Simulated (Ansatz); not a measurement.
`FC#CF` + H₂Se → `FC#C[SeH]` + H–F at 500 K and 1 bar (substitution at a C–F bond).

Gas-phase electronic energies from Ansatz, PBE0-D4/def2-TZVP geometries. CCSD(T)/CBS adds triple-zeta CCSD(T) − MP2 to the extrapolated MP2 energy (def2 sets, frozen cores). This one scheme is used for every species. For Se outer-core shells are correlated without core-valence functions, which leaves a few kJ/mol of doubt a bond. Scalar relativity is left out up to krypton. One conformer a species, not always the lowest.

```csv
species,CCSD(T)/CBS energy (Eh),H − E (kJ/mol),S (J/(mol·K))
`FC#CF`,-275.53200,62.3,281.6
H₂Se,-2401.89790,53.1,237.8
`FC#C[SeH]`,-2577.08079,81.8,339.9
H–F,-100.39570,39.4,188.7
```

H − E and S are ideal-gas, rigid-rotor, harmonic terms from PBE0-D4/def2-TZVP, for one conformer and one mirror image of each species. 1 Eh = 2625.50 kJ/mol, R = 8.31446 J/(mol·K).

Task: By hand: ΔE, ΔH, ΔS and ΔG.

Result: ΔE = (-2577.08079) + (-100.39570) − (-275.53200) − (-2401.89790) = -0.04659 Eh = -122.3 kJ/mol. Δ(H − E) = 81.8 + 39.4 − 62.3 − 53.1 = 5.8, so ΔH = -116.5 kJ/mol. ΔS = 339.9 + 188.7 − 281.6 − 237.8 = 9.2 J/(mol·K). ΔG = -116.5 − 500 × (9.2)/1000 = -121.1 kJ/mol.

Task: By hand: the equilibrium constant, and the temperature at which ΔG would vanish if ΔH and ΔS stayed fixed.

Result: log₁₀ K = −ΔG/(RT ln 10) = 12.7. ΔH and −TΔS have one sign here, so there is no such temperature.

The number of gas molecules stays the same, so ΔS is small and ΔH decides. A doubt of 5 kJ/mol in ΔE shifts log₁₀ K by 0.5 here. Other conformers and mirror images would add mixing entropy, several J/(mol·K) or more a flexible species. These are equilibria of isolated gas molecules and say nothing of rates. Largest T1 diagnostic: 0.013 (customary marks: 0.02 for closed shells, 0.045 for open ones).

ΔS is within the doubt of such terms, so its sign, and with it that verdict, could turn.
